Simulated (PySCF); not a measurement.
C3H4O2Si, SMILES O=C1C=C[SiH2]O1.

Geometry optimised at PBE-D3(BJ)/def2-SVP. This is a generated structure with no PubChem entry under its InChIKey; it may be hypothetical.

Method: SMD-ωB97X/6-31G* in PySCF.

Solvation free energies are E(SMD) − E(gas) at the gas-phase geometry, for 1 M in both phases. In vacuum the dipole moment is 4.56 D.

Estimate the solvation free energies in water, 2-propanol, ethylethanoate. (An estimate is asked for; the answer gives what the named calculation found.)


```tsv
solvent	ΔG(solv) (kcal/mol)	its non-electrostatic (CDS) part	dipole (D)
water	-4.5	4.5	6.20
2-propanol	-5.9	1.8	5.93
ethylethanoate	-5.8	-1.4	5.38
```
